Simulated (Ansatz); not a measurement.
This geometry of F2GeH2 + H (6 atoms, charge 0, multiplicity 2) is a first-order saddle point.

Theory: Ansatz 0.2.0, UHF/def2-SVP.

```xyz
6
Properties=species:S:1:pos:R:3
Ge -0.047 0.082 0.050
H -0.011 0.020 1.754
F 1.572 -0.012 -0.511
H -0.724 1.254 -0.654
F -0.775 -1.367 -0.511
H 0.048 -0.084 2.797
```

(1) Which two structures does it join? (They come from a converged band through this point; their orientation in space is the band's.)

(2) How far does it lie above each of them?

## Answers

(1) Bonds broken: Ge1–H2. Bonds formed: H2–H6. F2GeH2 + H becomes F2GeH + H2.

Initial state:

```xyz
6
Properties=species:S:1:pos:R:3
Ge -0.040 0.070 -0.321
H -0.018 0.032 1.194
F 1.575 -0.012 -0.884
H -0.719 1.246 -0.992
F -0.776 -1.369 -0.885
H 0.042 -0.073 4.813
```

Final state:

```xyz
6
Properties=species:S:1:pos:R:3
Ge -0.028 0.049 -0.763
H 0.179 -0.308 3.666
F 1.545 0.027 -1.451
H -0.753 1.305 -1.274
F -0.795 -1.325 -1.450
H -0.085 0.146 4.197
```

(2) 60.0 kJ/mol above the first and 96.8 kJ/mol above the second. This is the barrier of this one path; another mechanism may lie lower.

Time of the run: 44 s on 2 threads of Arm Neoverse V2, with other jobs on the host, peak memory 0.19 GiB.
